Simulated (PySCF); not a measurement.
Isomers of C5H8O4Si, mass 160.019 u with the commonest isotopes. Method used: PBE0/pcSseg-1 in PySCF (dipole) on a GFN2-xTB geometry, gas phase. One conformer each, none proved a minimum here; rigid rotors.

**Question.** Order these by radius of gyration √(Σ m r²/M), largest first.
A. `[CH2:1]=[CH:2][C@@H:3]1[O:4][SiH2:5][O:6][C@@H:7]([CH:8]=[O:9])[O:10]1` with C1–C2–C3–O4 -3°, O6–C7–C8–O9 158°, C2–C3–O4–Si5 -110°, C3–O4–Si5–O6 -32°, O4–Si5–O6–C7 5°, Si5–O6–C7–C8 -88°
B. `[O:1]=[C:2]([O:3][SiH3:4])[C:5](=[O:6])[O:7][CH:8]1[CH2:9][CH2:10]1` with O1–C2–O3–Si4 2°, O1–C2–C5–O6 -152°, C2–C5–O7–C8 -178°, C5–O7–C8–C9 -147°
C. `[O:1]=[CH:2][O:3][Si@@H:4]1[CH2:5][O:6][CH2:7][CH2:8][C:9]1=[O:10]` with O1–C2–O3–Si4 1°, C2–O3–Si4–C5 -78°, O3–Si4–C5–O6 -156°, Si4–C5–O6–C7 63°, C5–O6–C7–C8 -76°, O6–C7–C8–C9 68°

**Answer.** B (2.684 Å), C (2.287 Å), A (2.097 Å).

**Question.** Order these by out-of-plane moment Σ m c² = (Ia + Ib − Ic)/2, largest first.
A. `[CH2:1]=[CH:2][C@@H:3]1[O:4][SiH2:5][O:6][C@@H:7]([CH:8]=[O:9])[O:10]1` with C1–C2–C3–O4 -3°, O6–C7–C8–O9 158°, C2–C3–O4–Si5 -110°, C3–O4–Si5–O6 -32°, O4–Si5–O6–C7 5°, Si5–O6–C7–C8 -88°
B. `[O:1]=[CH:2][O:3][Si@@H:4]1[CH2:5][O:6][CH2:7][CH2:8][C:9]1=[O:10]` with O1–C2–O3–Si4 1°, C2–O3–Si4–C5 -78°, O3–Si4–C5–O6 -156°, Si4–C5–O6–C7 63°, C5–O6–C7–C8 -76°, O6–C7–C8–C9 68°
C. `[O:1]=[C:2]([O:3][SiH3:4])[C:5](=[O:6])[O:7][CH:8]1[CH2:9][CH2:10]1` with O1–C2–O3–Si4 2°, O1–C2–C5–O6 -152°, C2–C5–O7–C8 -178°, C5–O7–C8–C9 -147°
D. `[CH2:1]=[CH:2][CH2:3][O:4][C:5](=[O:6])[C:7](=[O:8])[O:9][SiH3:10]` with C1–C2–C3–O4 -126°, C2–C3–O4–C5 79°, C3–O4–C5–O6 3°, O4–C5–C7–O8 0°, C5–C7–O9–Si10 -179°

**Answer.** A (62.68 u·Å²), D (38.14 u·Å²), C (31.55 u·Å²), B (28.77 u·Å²).

**Question.** Order these by rotational constant C, smallest first.
A. `[CH2:1]=[CH:2][C@@H:3]1[O:4][SiH2:5][O:6][C@@H:7]([CH:8]=[O:9])[O:10]1` with C1–C2–C3–O4 -3°, O6–C7–C8–O9 158°, C2–C3–O4–Si5 -110°, C3–O4–Si5–O6 -32°, O4–Si5–O6–C7 5°, Si5–O6–C7–C8 -88°
B. `[O:1]=[C:2]([O:3][SiH3:4])[C:5](=[O:6])[O:7][CH:8]1[CH2:9][CH2:10]1` with O1–C2–O3–Si4 2°, O1–C2–C5–O6 -152°, C2–C5–O7–C8 -178°, C5–O7–C8–C9 -147°
C. `[O:1]=[CH:2][O:3][Si@@H:4]1[CH2:5][O:6][CH2:7][CH2:8][C:9]1=[O:10]` with O1–C2–O3–Si4 1°, C2–O3–Si4–C5 -78°, O3–Si4–C5–O6 -156°, Si4–C5–O6–C7 63°, C5–O6–C7–C8 -76°, O6–C7–C8–C9 68°
D. `[CH2:1]=[CH:2][CH2:3][O:4][C:5](=[O:6])[C:7](=[O:8])[O:9][SiH3:10]` with C1–C2–C3–O4 -126°, C2–C3–O4–C5 79°, C3–O4–C5–O6 3°, O4–C5–C7–O8 0°, C5–C7–O9–Si10 -179°

**Answer.** B (450.8 MHz), D (461.3 MHz), C (625.3 MHz), A (788.5 MHz).

```
                         SMILES  point group  Ia (u·Å²)  Ib (u·Å²)  Ic (u·Å²)      κ  μa (D)  μb (D)  μc (D)
        O=C(O[SiH3])C(=O)OC1CC1           C1     136.10    1047.99    1120.99  -0.98    0.40    0.28    0.84
           O=CO[Si@@H]1COCCC1=O           C1     254.55     611.20     808.22  -0.70    1.21    0.69    0.62
         C=CCOC(=O)C(=O)O[SiH3]           C1     157.57    1014.36    1095.66  -0.97    0.31    0.35    0.17
C=C[C@@H]1O[SiH2]O[C@@H](C=O)O1           C1     294.54     471.76     640.94  -0.39    0.55    1.62    0.33
```
